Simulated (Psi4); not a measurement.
CHOS, charge +1, singlet, geometry from GFN2-xTB; CAM-B3LYP/def2-SVP (Psi4 1.11).

The Psi4 input:
```
memory 2 GB

molecule mol {
1 1
O    -0.341805    0.101021   -1.687045
C    -0.131217    0.040980   -0.583260
S     0.275850   -0.094739    0.974709
H    -0.891865    0.461767    1.400571
}

set {
  basis def2-svp
  reference rks
  scf_type pk
  puream true
  d_convergence 1e-8
  dft_radial_points 99
  dft_spherical_points 590
}

energy('cam-b3lyp')
print_variables()
```

What the program printed (banner, timings and long lists left out):

```
   => Loading Basis Set <=

    Name: DEF2-SVP
    Role: ORBITAL
    Keyword: BASIS

         ---------------------------------------------------------
                                   SCF
               by Justin Turney, Rob Parrish, Andy Simmonett
                          and Daniel G. A. Smith
                              RKS Reference
         ---------------------------------------------------------

  ==> Geometry <==

    Molecular point group: c1
    Full point group: C1

    Geometry (in Angstrom), charge = 1, multiplicity = 1:

       Center              X                  Y                   Z               Mass
    ------------   -----------------  -----------------  -----------------  -----------------
         O           -0.356219250043     0.108500144804    -1.663949156327    15.994914619570
         C           -0.145631250043     0.048459144804    -0.560164156327    12.000000000000
         S            0.261435749957    -0.087259855196     0.997804843673    31.972071174400
         H           -0.906279250043     0.469246144804     1.423666843673     1.007825032230

  Running in c1 symmetry.

  Rotational constants: A =      9.33991  B =      0.19579  C =      0.19177 [cm^-1]
  Rotational constants: A = 280003.53241  B =   5869.70344  C =   5749.18353 [MHz]
  Nuclear repulsion =   87.758410635246491

  Charge       = 1
  Multiplicity = 1
  Electrons    = 30
  Nalpha       = 15
  Nbeta        = 15

  ==> Algorithm <==

  SCF Algorithm Type is PK.
  DIIS enabled.
  MOM disabled.
  Fractional occupation disabled.
  Guess Type is SAD.
  Energy threshold   = 1.00e-06
  Density threshold  = 1.00e-08
  Integral threshold = 1.00e-12

  ==> Primary Basis <==

  Basis Set: DEF2-SVP
    Blend: DEF2-SVP
    Number of shells: 23
    Number of basis functions: 51
    Number of Cartesian functions: 54
    Spherical Harmonics?: true
    Max angular momentum: 2

  ==> DFT Potential <==

   => LibXC <=

    Version 7.1.2
    S. Lehtola, C. Steigemann, M. J. T. Oliveira, and M. A. L. Marques,  SoftwareX 7, 1–5 (2018) (10.1016/j.softx.2017.11.002)

   => Composite Functional: CAM-B3LYP <=

    CAM-B3LYP Hyb-GGA Exchange-Correlation Functional

    T. Yanai, D. P. Tew, and N. C. Handy,  Chem. Phys. Lett. 393, 51 (2004) (10.1016/j.cplett.2004.06.011)

    Deriv               =              1
    GGA                 =           TRUE
    Meta                =          FALSE

    Exchange Hybrid     =           TRUE
    MP2 Hybrid          =          FALSE

   => Exchange Functionals <=

    0.3500         Becke 88 [omega = 0.3300]
    0.4600   Short-range recipe for B88 functional - erf [omega = 0.3300]

   => Exact (HF) Exchange <=

    0.4600            HF,LR [omega = 0.3300]
    0.1900               HF

   => Correlation Functionals <=

    0.1900   Vosko, Wilk & Nusair (VWN5)
    0.8100   Lee, Yang & Parr

   => LibXC Density Thresholds  <==

    XC_HYB_GGA_XC_CAM_B3LYP:  1.00E-14

   => Molecular Quadrature <=

    Radial Scheme          =       TREUTLER
    Pruning Scheme         =           NONE
    Nuclear Scheme         =       TREUTLER

    Blocking Scheme        =         OCTREE
    BS radius alpha        =              1
    Pruning alpha          =              1
    Radial Points          =             99
    Spherical Points       =            590
    Total Points           =         219758
    Total Blocks           =           1656
    Max Points             =            256
    Max Functions          =             50
    Weights Tolerance      =       1.00E-15

  ==> Integral Setup <==

  Using in-core PK algorithm.
   Calculation information:
      Number of atoms:                   4
      Number of AO shells:              23
      Number of primitives:             47
      Number of atomic orbitals:        54
      Number of basis functions:        51

      Integral cutoff                 1.00e-12
      Number of threads:                 1

  Performing in-core PK
  Using 2639403 doubles for integral storage.
  We computed 36305 shell quartets total.
  Whereas there are 38226 unique shell quartets.

  Computing range-separated integrals for PK
  We computed 36305 wK shell quartets total.
  Whereas there are 38226 wK unique shell quartets.

  ==> DiskJK: Disk-Based J/K Matrices <==

    J tasked:                  Yes
    K tasked:                  Yes
    wK tasked:                 Yes
    Omega:               3.300E-01
    Schwarz Cutoff:          1E-12

  Minimum eigenvalue in the overlap matrix is 4.6989778946E-03.
  Reciprocal condition number of the overlap matrix is 1.1963277832E-03.
    Using symmetric orthogonalization.

  ==> Pre-Iterations <==

  SCF Guess: Superposition of Atomic Densities via on-the-fly atomic UHF (no occupation information).

   -------------------------
    Irrep   Nso     Nmo
   -------------------------
     A         51      51
   -------------------------
    Total      51      51
   -------------------------

  ==> Iterations <==

                        Total Energy        Delta E     RMS |[F,P]|

   @RKS iter SAD:  -511.63777224381261   -5.11638e+02   0.00000e+00
   @RKS iter   1:  -511.45112723535891    1.86645e-01   8.30293e-03 ADIIS/DIIS
   @RKS iter   2:  -511.24475086974746    2.06376e-01   1.71041e-02 ADIIS/DIIS
   @RKS iter   3:  -511.52841797440283   -2.83667e-01   7.93986e-04 ADIIS/DIIS
   @RKS iter   4:  -511.52916650681107   -7.48532e-04   2.36424e-04 ADIIS/DIIS
   @RKS iter   5:  -511.52925824315707   -9.17363e-05   5.12319e-05 DIIS
   @RKS iter   6:  -511.52926370045384   -5.45730e-06   2.67430e-05 DIIS
   @RKS iter   7:  -511.52926489885277   -1.19840e-06   4.86818e-06 DIIS
   @RKS iter   8:  -511.52926495240183   -5.35491e-08   5.84891e-07 DIIS
   @RKS iter   9:  -511.52926495404904   -1.64721e-09   1.89136e-07 DIIS
   @RKS iter  10:  -511.52926495420473   -1.55694e-10   5.12112e-08 DIIS
   @RKS iter  11:  -511.52926495421775   -1.30171e-11   1.18279e-08 DIIS
   @RKS iter  12:  -511.52926495421804   -2.84217e-13   1.69631e-09 DIIS
  Energy and wave function converged.

  ==> Post-Iterations <==

   Electrons on quadrature grid:
      Ntotal   =   29.9999998908 ; deviation = -1.092e-07

    Orbital Energies [Eh]
    ---------------------

    Doubly Occupied:

       1A    -89.271312     2A    -19.605457     3A    -10.720318
       4A     -8.367332     5A     -6.338235     6A     -6.332291
       7A     -6.327106     8A     -1.520491     9A     -1.219197
      10A     -0.917347    11A     -0.870179    12A     -0.841241
      13A     -0.838828    14A     -0.740852    15A     -0.646406

    Virtual:

      16A     -0.294029    17A     -0.251342    18A     -0.179662
      19A     -0.175398    20A      0.007973    21A      0.158750
      22A      0.209503    23A      0.245613    24A      0.249260
      25A      0.334864    26A      0.365744    27A      0.392195
      28A      0.404217    29A      0.449214    30A      0.532173
      31A      0.546283    32A      0.599879    33A      0.721372
      34A      0.786228    35A      0.838804    36A      0.843450
      37A      1.021344    38A      1.212936    39A      1.304984
      40A      1.334534    41A      1.365002    42A      1.396098
      43A      1.522858    44A      1.557808    45A      1.953918
      46A      2.403986    47A      2.404318    48A      2.552162
      49A      2.987638    50A      2.998300    51A      3.455455

    Final Occupation by Irrep:
              A
    DOCC [    15 ]
    NA   [    15 ]
    NB   [    15 ]

  @RKS Final Energy:  -511.52926495421804

   => Energetics <=

    Nuclear Repulsion Energy =             87.7584106352464914
    One-Electron Energy =                -868.7939445742514408
    Two-Electron Energy =                 299.4484791494378442
    DFT Exchange-Correlation Energy =     -29.9422101646509056
    Empirical Dispersion Energy =           0.0000000000000000
    VV10 Nonlocal Energy =                  0.0000000000000000
    Total Energy =                       -511.5292649542180357

Computation Completed

Properties will be evaluated at   0.000000,   0.000000,   0.000000 [a0]

Properties computed using the SCF density matrix

 Multipole Moments:

 ------------------------------------------------------------------------------------
     Multipole            Electronic (a.u.)      Nuclear  (a.u.)        Total (a.u.)
 ------------------------------------------------------------------------------------

 L = 1.  Multiply by 2.5417464519 to convert [e a0] to [Debye]
 Dipole X            :          0.4727837           -0.8444218           -0.3716380
 Dipole Y            :         -0.2383294            0.4381226            0.1997932
 Dipole Z            :         -0.5533976            1.3529799            0.7995824
 Magnitude           :                                                    0.9040819

 ------------------------------------------------------------------------------------

  Variable Map:
  ----------------------------------------------------------------------------
  "CURRENT ENERGY"              =>    -511.529264954218
  "CURRENT REFERENCE ENERGY"    =>    -511.529264954218
  "DD SOLVATION ENERGY"         =>       0.000000000000
  "DFT FUNCTIONAL TOTAL ENERGY" =>    -511.529264954218
  "DFT TOTAL ENERGY"            =>    -511.529264954218
  "DFT VV10 ENERGY"             =>       0.000000000000
  "DFT XC ENERGY"               =>     -29.942210164651
  "GRID ELECTRONS ALPHA"        =>      14.999999945388
  "GRID ELECTRONS BETA"         =>      14.999999945388
  "GRID ELECTRONS TOTAL"        =>      29.999999890775
  "NUCLEAR REPULSION ENERGY"    =>      87.758410635246
  "ONE-ELECTRON ENERGY"         =>    -868.793944574251
  "PCM POLARIZATION ENERGY"     =>       0.000000000000
  "PE ENERGY"                   =>       0.000000000000
  "SCF ITERATION ENERGY"        =>    -511.529264954218
  "SCF ITERATIONS"              =>      12.000000000000
  "SCF TOTAL ENERGY"            =>    -511.529264954218
  "TWO-ELECTRON ENERGY"         =>     299.448479149438
  "XC GRID RADIAL POINTS"       =>      99.000000000000
  "XC GRID SPHERICAL POINTS"    =>     590.000000000000
  "XC GRID TOTAL POINTS"        =>  219758.000000000000

  Array Variable Map:
  ----------------------------------------------------------------------------
  "CURRENT DIPOLE"              =>      -0.371638017826 ... 0.799582354797 1 by 3
  "SCF DIPOLE"                  =>      -0.371638017826 ... 0.799582354797 1 by 3
  "SCF TOTAL ENERGIES"          =>    -511.637772243813 ... -511.529264954218 1 by 13
```
